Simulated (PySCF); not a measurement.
C$_{5}$H$_{7}$O (SMILES O=C1[CH]CCC1), doublet (typed; the unrestricted solution is spin-contaminated), at a GFN2-xTB geometry; CCSD(T)/STO-3G run with PySCF.

PySCF was given this input:
```python
from pyscf import gto, scf, cc

mol = gto.Mole()
mol.atom = '''
    O    -1.82573338   -0.64971205    0.89879988
    C    -0.77375909   -0.31313800    0.37082882
    C     0.47307306   -0.99544363    0.42351030
    C     1.51669687   -0.29946568   -0.34396356
    C     0.93352357    1.09690470   -0.61562325
    C    -0.58130129    0.92105097   -0.50503971
    H     0.62167536   -1.93475276    0.92596102
    H     2.47468566   -0.27317861    0.18213016
    H     1.70193143   -0.83356765   -1.28581745
    H     1.28222283    1.78856572    0.15238514
    H     1.23813668    1.48806895   -1.58492652
    H    -1.03318178    0.71800635   -1.47861491
    H    -1.08900190    1.78510426   -0.07979190
'''
mol.basis = 'sto-3g'
mol.spin = 1
mol.verbose = 4
mol.build()

mf = scf.UHF(mol)
mf.kernel()

mycc = cc.CCSD(mf, frozen=6)
mycc.kernel()
et = mycc.ccsd_t()
print('E(CCSD(T)) = %.10f' % (mycc.e_tot + et))
```

Question: Predict the main parts of the log of this PySCF run.

Answer: 
```
PySCF version 2.14.0

[INPUT] verbose = 4
[INPUT] num. atoms = 13
[INPUT] num. electrons = 45
[INPUT] charge = 0
[INPUT] spin (= nelec alpha-beta = 2S) = 1
[INPUT] symmetry False subgroup None
[INPUT] Mole.unit = angstrom
[INPUT] Symbol           X                Y                Z      unit          X                Y                Z       unit  Magmom
[INPUT]  1 O     -1.825733380000  -0.649712050000   0.898799880000 AA   -3.450136064676  -1.227777834330   1.698485613992 Bohr   0.0
[INPUT]  2 C     -0.773759090000  -0.313138000000   0.370828820000 AA   -1.462192766493  -0.591745059194   0.700764908896 Bohr   0.0
[INPUT]  3 C      0.473073060000  -0.995443630000   0.423510300000 AA    0.893978520310  -1.881115833143   0.800318477932 Bohr   0.0
[INPUT]  4 C      1.516696870000  -0.299465680000  -0.343963560000 AA    2.866141698285  -0.565908118907  -0.649996925230 Bohr   0.0
[INPUT]  5 C      0.933523570000   1.096904700000  -0.615623250000 AA    1.764103878126   2.072849467748  -1.163359338415 Bohr   0.0
[INPUT]  6 C     -0.581301290000   0.921050970000  -0.505039710000 AA   -1.098500233956   1.740534080065  -0.954386733930 Bohr   0.0
[INPUT]  7 H      0.621675360000  -1.934752760000   0.925961020000 AA    1.174796168790  -3.656152835146   1.749812729823 Bohr   0.0
[INPUT]  8 H      2.474685660000  -0.273178610000   0.182130160000 AA    4.676478141789  -0.516232755989   0.344176121423 Bohr   0.0
[INPUT]  9 H      1.701931430000  -0.833567650000  -1.285817450000 AA    3.216184285489  -1.575214564797  -2.429842826687 Bohr   0.0
[INPUT] 10 H      1.282222830000   1.788565720000   0.152385140000 AA    2.423049979365   3.379899366586   0.287966180054 Bohr   0.0
[INPUT] 11 H      1.238136680000   1.488068950000  -1.584926520000 AA    2.339739229978   2.812042769969  -2.995077050360 Bohr   0.0
[INPUT] 12 H     -1.033181780000   0.718006350000  -1.478614910000 AA   -1.952430601091   1.356835357199  -2.794177223598 Bohr   0.0
[INPUT] 13 H     -1.089001900000   1.785104260000  -0.079791900000 AA   -2.057915340131   3.373358155194  -0.150784837959 Bohr   0.0

nuclear repulsion = 226.72244222504
number of shells = 25
number of NR pGTOs = 111
number of NR cGTOs = 37
basis = sto-3g
ecp = {}

******** <class 'pyscf.scf.uhf.UHF'> ********
method = UHF
initial guess = minao
damping factor = 0
level_shift factor = 0
DIIS = <class 'pyscf.scf.diis.CDIIS'>
diis_start_cycle = 1
diis_space = 8
diis_damp = 0
SCF conv_tol = 1e-09
SCF conv_tol_grad = None
SCF max_cycles = 50
direct_scf = True
direct_scf_tol = 1e-13
number electrons alpha = 23  beta = 22
Set gradient conv threshold to 3.16228e-05
init E= -266.423518206851

cycle= 1 E= -264.696311070839  delta_E= 1.73  |g|= 0.473  |ddm|= 3.26
cycle= 2 E= -264.826362815216  delta_E= -0.13  |g|= 0.382  |ddm|=  1.1
cycle= 3 E= -264.90558450556  delta_E= -0.0792  |g|= 0.0736  |ddm|= 0.442
cycle= 4 E= -264.918172669397  delta_E= -0.0126  |g|= 0.047  |ddm|= 0.199
cycle= 5 E= -264.925462539395  delta_E= -0.00729  |g|= 0.0365  |ddm|= 0.146
cycle= 6 E= -264.931956526707  delta_E= -0.00649  |g|= 0.0229  |ddm|= 0.174
cycle= 7 E= -264.934660254099  delta_E= -0.0027  |g|= 0.00466  |ddm|= 0.179
cycle= 8 E= -264.934646211315  delta_E= 1.4e-05  |g|= 0.00407  |ddm|= 0.0322
cycle= 9 E= -264.934695776258  delta_E= -4.96e-05  |g|= 0.00192  |ddm|= 0.0356
cycle= 10 E= -264.934708525839  delta_E= -1.27e-05  |g|= 0.000408  |ddm|= 0.0122
cycle= 11 E= -264.934709031346  delta_E= -5.06e-07  |g|= 0.000201  |ddm|= 0.00189
cycle= 12 E= -264.934709172869  delta_E= -1.42e-07  |g|= 0.000151  |ddm|= 0.000754
cycle= 13 E= -264.934709285347  delta_E= -1.12e-07  |g|= 0.000123  |ddm|= 0.000852
cycle= 14 E= -264.934709418284  delta_E= -1.33e-07  |g|= 8.18e-05  |ddm|= 0.00112
cycle= 15 E= -264.934709493374  delta_E= -7.51e-08  |g|= 5e-05  |ddm|= 0.00101
cycle= 16 E= -264.934709523824  delta_E= -3.05e-08  |g|= 2.19e-05  |ddm|= 0.000844
cycle= 17 E= -264.934709527542  delta_E= -3.72e-09  |g|= 9.34e-06  |ddm|= 0.000316
cycle= 18 E= -264.934709527838  delta_E= -2.96e-10  |g|= 2.97e-06  |ddm|= 7.42e-05
Extra cycle  E= -264.934709527851  delta_E= -1.23e-11  |g|= 1.76e-06  |ddm|= 5.11e-06
converged SCF energy = -264.934709527851  <S^2> = 1.039289  2S+1 = 2.2709373

******** <class 'pyscf.cc.uccsd.UCCSD'> ********
CC2 = 0
CCSD nocc = (np.int64(17), np.int64(16)), nmo = (31, 31)
frozen orbitals 6
max_cycle = 50
direct = 0
conv_tol = 1e-07
conv_tol_normt = 1e-06
diis_space = 6
diis_start_cycle = 0
diis_start_energy_diff = 1e+09
Init t2, MP2 energy = -0.259389724945873
Init E_corr(UCCSD) = -0.25938972494866
cycle = 1  E_corr(UCCSD) = -0.310564982911019  dE = -0.051175258  norm(t1,t2) = 0.105756
cycle = 2  E_corr(UCCSD) = -0.32996309120025  dE = -0.0193981083  norm(t1,t2) = 0.0586175
cycle = 3  E_corr(UCCSD) = -0.350660761712288  dE = -0.0206976705  norm(t1,t2) = 0.0409335
cycle = 4  E_corr(UCCSD) = -0.353369584493718  dE = -0.00270882278  norm(t1,t2) = 0.017836
cycle = 5  E_corr(UCCSD) = -0.353471770935658  dE = -0.000102186442  norm(t1,t2) = 0.00816331
cycle = 6  E_corr(UCCSD) = -0.35386775004156  dE = -0.000395979106  norm(t1,t2) = 0.00293722
cycle = 7  E_corr(UCCSD) = -0.353915420439625  dE = -4.76703981e-05  norm(t1,t2) = 0.00145803
cycle = 8  E_corr(UCCSD) = -0.353956259291351  dE = -4.08388517e-05  norm(t1,t2) = 0.000941395
cycle = 9  E_corr(UCCSD) = -0.353989117365566  dE = -3.28580742e-05  norm(t1,t2) = 0.000634733
cycle = 10  E_corr(UCCSD) = -0.353987356658973  dE = 1.76070659e-06  norm(t1,t2) = 0.00028935
cycle = 11  E_corr(UCCSD) = -0.353976323456889  dE = 1.10332021e-05  norm(t1,t2) = 0.000165774
cycle = 12  E_corr(UCCSD) = -0.353965467237256  dE = 1.08562196e-05  norm(t1,t2) = 0.000111606
cycle = 13  E_corr(UCCSD) = -0.353956481806112  dE = 8.98543114e-06  norm(t1,t2) = 8.76492e-05
cycle = 14  E_corr(UCCSD) = -0.353950227964613  dE = 6.2538415e-06  norm(t1,t2) = 6.6891e-05
cycle = 15  E_corr(UCCSD) = -0.353948360074096  dE = 1.86789052e-06  norm(t1,t2) = 4.40859e-05
cycle = 16  E_corr(UCCSD) = -0.35394902578714  dE = -6.65713045e-07  norm(t1,t2) = 2.93421e-05
cycle = 17  E_corr(UCCSD) = -0.353950363287201  dE = -1.33750006e-06  norm(t1,t2) = 2.02174e-05
cycle = 18  E_corr(UCCSD) = -0.353951309635164  dE = -9.46347963e-07  norm(t1,t2) = 1.27029e-05
cycle = 19  E_corr(UCCSD) = -0.353951674394643  dE = -3.64759478e-07  norm(t1,t2) = 7.64369e-06
cycle = 20  E_corr(UCCSD) = -0.353951823655591  dE = -1.49260949e-07  norm(t1,t2) = 4.94518e-06
cycle = 21  E_corr(UCCSD) = -0.353951903902251  dE = -8.02466595e-08  norm(t1,t2) = 2.93298e-06
cycle = 22  E_corr(UCCSD) = -0.353951974964359  dE = -7.1062108e-08  norm(t1,t2) = 1.93916e-06
cycle = 23  E_corr(UCCSD) = -0.353952040791254  dE = -6.58268947e-08  norm(t1,t2) = 1.38546e-06
cycle = 24  E_corr(UCCSD) = -0.353952087912252  dE = -4.7120998e-08  norm(t1,t2) = 1.00602e-06
cycle = 25  E_corr(UCCSD) = -0.353952103605072  dE = -1.56928203e-08  norm(t1,t2) = 7.5871e-07
UCCSD converged
E(UCCSD) = -265.2886616314559  E_corr = -0.353952103605072
UCCSD(T) correction = -0.00452716919030178
E(CCSD(T)) = -265.2931888006
```
